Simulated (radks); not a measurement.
Values are calculated unless marked as measured or tabulated.
Task: The mean radii <r> (bohr) of the occupied orbitals of an atom or ion are listed with their occupations. Code: a radial shooting solver on a logarithmic mesh with Libxc functionals. Model: scalar-relativistic Kohn-Sham, SCAN, spin-polarised, spherical densities, finite nucleus; meta-GGA in the generalised Kohn-Sham scheme; Fermi nuclear charge, rms radius of each element as measured or else 0.836 A^(1/3) + 0.57 fm.

orbital  occ.      <r>
1s up       1  0.02312
1s down     1  0.02309
2s up       1  0.09490
2s down     1  0.09518
2p up       2  0.08268

Name the element and its charge. Open shells, if any, are filled with parallel spins first.

Result: Z = 61, promethium, charge +55: Pm55+ in [He] 2s2 2p2. The 1s radius gives Z: for a bare nucleus <r> = (2 gamma + 1)/(2Z) with gamma = sqrt(1 - (Z/c)^2), 0.02288 bohr for Z = 61, and screening makes it slightly larger (0.02312 here). The occupations add up to 6, and the charge is Z minus that.
